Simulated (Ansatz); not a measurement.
Mulliken charges of `[OH][Au-][P+](F)(F)F` from B3LYP/def2-TZVPP in Ansatz (PBE0-D4/def2-TZVP geometry).

```
atom   x (Å)   y (Å)   z (Å)  charge (e)
  O1   1.446  -2.481   0.227      -0.552
 Au2   0.506  -0.783   0.094       0.165
  P3  -0.466   1.132  -0.015       0.815
  F4  -1.900   1.165  -0.590      -0.204
  F5   0.178   2.246  -0.872      -0.203
  F6  -0.694   1.926   1.292      -0.203
  H7   0.930  -3.206  -0.135       0.183
```

**Question.** By hand: the dipole of these point charges (1 e Å = 4.8032 D).

**Answer.** Σ q r = (-0.432, 0.492, -0.112) e Å, of length 0.664 e Å = 3.19 D.

**Question.** How does the dipole of the full density compare? (Best estimate.)

**Answer.** Computed: (-0.457, 0.394, -0.139) e Å, 2.97 D; the point charges give 1.07 times that, at 8° from its direction.

Point charges leave out the atoms' own dipoles, such as those of lone pairs, and Mulliken's split depends on the basis, so the close match here is no proof of good charges.

B3LYP here is the variant with VWN-RPA as its local correlation; programs differ in this.
